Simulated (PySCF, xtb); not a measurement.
C4H4, SMILES C1=CC=C1.

Harmonic wavenumbers (cm⁻¹) from GFN2-xTB run with xtb 6.7.1 at its own minimum, in rising order: 507, 677, 756, 758, 789, 790, 888, 989, 1014, 1109, 1163, 1178, 1641, 1668, 3135, 3135, 3148, 3162.

### Question
What does PBE-D3(BJ)/def2-SVP in PySCF give at its own minimum? (Estimate from the structure and the level; the computed values follow.)

### Answer
515, 570, 572, 698, 810, 856, 864, 935, 1012, 1084, 1143, 1207, 1601, 1610, 3131, 3148, 3170, 3179. Paired by order, the mean absolute difference is 42 cm⁻¹ and the zero-point energies are 37.9 and 37.3 kcal/mol.
